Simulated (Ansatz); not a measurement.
Calculated with Ansatz (gas phase, PBE0-D4/def2-TZVP geometries, no zero-point term in ΔE). CBS: MP2 limit from def2 TZ/QZ plus the TZ coupled-cluster correction, frozen cores. This one scheme is used for every species. DFT in def2-TZVPP. Each species was taken in one conformer, which may not be the lowest.

`N[Si](F)(Cl)Cl` + NH₃ → `N[Si](N)(F)Cl` + HCl  (ligand exchange at the Si–Cl bond)

`N[Si](F)(Cl)Cl`:

```xyz
7

N    -0.450   -0.699   -0.706
Si    0.225    0.404    0.361
F    -0.135    1.919    0.066
Cl   -0.461    0.033    2.232
Cl    2.246    0.290    0.251
H    -1.392   -1.035   -0.609
H    -0.034   -0.912   -1.596
```

NH₃:

Cartesian coordinates in Å:
```
N -0.149 0.116 0.209
H 0.668 -0.372 0.556
H -0.697 -0.555 -0.314
H 0.178 0.811 -0.451
```

`N[Si](N)(F)Cl`:

Z-matrix (Å, degrees):
```
Si
N 1 1.684
F 1 1.593 2 116.4
N 1 1.688 2 109.6 3 118.2
Cl 1 2.053 2 105.5 3 -114.9
H 2 1.006 1 121.2 3 -68.8
H 2 1.005 1 121.8 3 87.4
H 4 1.006 1 120.4 2 53.2
H 4 1.007 1 120.4 2 -158.4
```

HCl:

```xyz
2

Cl   -0.373    0.140   -0.500
H     0.373   -0.140    0.500
```

```
         species  CAM-B3LYP-D4 energy (Eh)
`N[Si](F)(Cl)Cl`               -1366.01856
             NH₃                 -56.55787
 `N[Si](N)(F)Cl`                -961.73742
             HCl                -460.83237
```

Q: Work out ΔE.

A: ΔE = (-961.73742) + (-460.83237) − (-1366.01856) − (-56.55787) = 0.00664 Eh = +17.4 kJ/mol. CCSD(T)/CBS gives +21.5 kJ/mol.

Q: What do rigid-rotor, harmonic-oscillator terms from PBE0-D4/def2-TZVP frequencies (298.15 K, 1 bar) make of the CCSD(T)/CBS value? (Best estimate.)

A: Computed: ΔZPE = -5.9 kJ/mol, ΔH = +14.7 kJ/mol, ΔS = -13 J/(mol·K), ΔG = +18.7 kJ/mol.

Largest T1 diagnostic among the species: 0.010.

Leaving LDA and LC-ωPBE aside and taking each functional with its dispersion term where it has one, the values, not all of them listed here, spread over 8.7 kJ/mol, from CAM-B3LYP-D4 to B97M-V. LDA lies −8.5 kJ/mol from PBE without D4. From BLYP to BHLYP (50 % exact exchange), in def2-TZVPP and without D4, ΔE moves by −3.8 kJ/mol.
